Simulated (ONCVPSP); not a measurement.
# Building the ONCV potential for tellurium (PBE, fully relativistic).

```
Element                 : Te
Generator               : ONCVPSP 4.0.1
Type                    : optimised norm-conserving Vanderbilt (ONCV)
Functional              : PBE
Relativity              : fully relativistic
Frozen core             : [Kr]
Valence charge          : 16
Reference configuration : 4d10 5s2 5p4
Partial waves           : 5s: rc 1.45 bohr, ncon 4, nbas 9, qcut 5.5 1/bohr, 1 projector; 5p: rc 2.10 bohr, ncon 4, nbas 8, qcut 3.4 1/bohr, 3 projectors, debl 2.8 Ha; 4d: rc 1.15 bohr, ncon 3, nbas 7, qcut 11.3 1/bohr, 3 projectors, debl 2.9 Ha
Local potential         : polynomial inside 0.95 bohr (lpopt 2, dvloc0 6 Ha)
Core correction         : Teter function, fcfact 3.5, rcfact 1.4
```

Open shells are filled in proportion to 2j + 1.

All-electron outer shells of the reference configuration (PBE, scalar-relativistic, ld1.x):

```
shell  level (eV)  outermost node (bohr)  outermost maximum (bohr)
   4s     -164.39                   0.38                      0.70
   4p     -114.41                   0.38                      0.74
   4d      -41.65                   0.36                      0.81
   5s      -15.11                   0.91                      1.80
   5p       -5.95                   1.00                      2.17
```

(1) Is a potential produced?

Results:

(1) No. ONCVPSP 4.0.1 stopped with "optimize: ERROR ps0norm > uunorm, code will stop": the continuity conditions at rc already need more norm inside rc than the all-electron wave has, so norm conservation cannot be met. It happened in the s channel.
